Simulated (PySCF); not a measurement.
MCl₂ across group 12

Level: PBE0, basis family def2-TZVP, scalar-relativistic core potentials from Rb on and no relativity for lighter atoms.

Each entry is the lowest minimum that a search over a few typed start shapes (and spin states, where more than one is plausible) found, or that minimum re-optimised at the stated level; isomers with ligand–ligand bonds, or fragments after loss of a ligand pair, can lie lower. Open shells are unrestricted; no spin–orbit coupling; PySCF with density fitting.

```
molecule  2S+1  point group  mean bond to the central atom (Å)  distinct angles (°)  highest ω (cm⁻¹)  lowest ω (cm⁻¹)  polar-tensor charge of the central atom
   ZnCl₂     1          D∞h                              2.084                  180               513              106                                     1.00
   CdCl₂     1          D∞h                              2.265                  180               423               86                                     1.05
   HgCl₂     1          D∞h                              2.258                  180               410              100                                     0.90
```

The bond length does not run in one direction; the largest change, 0.181 Å, falls between ZnCl₂ and CdCl₂ among the members listed.

The 4d and 5d members differ by only 0.007 Å, the mark of the lanthanide contraction and relativistic shrinkage of 6s.

Spin–orbit coupling can matter for HgCl₂.

Left out of the table are members whose search was unfinished or whose lowest solution was spin-contaminated, unstable, very soft or bonded differently.
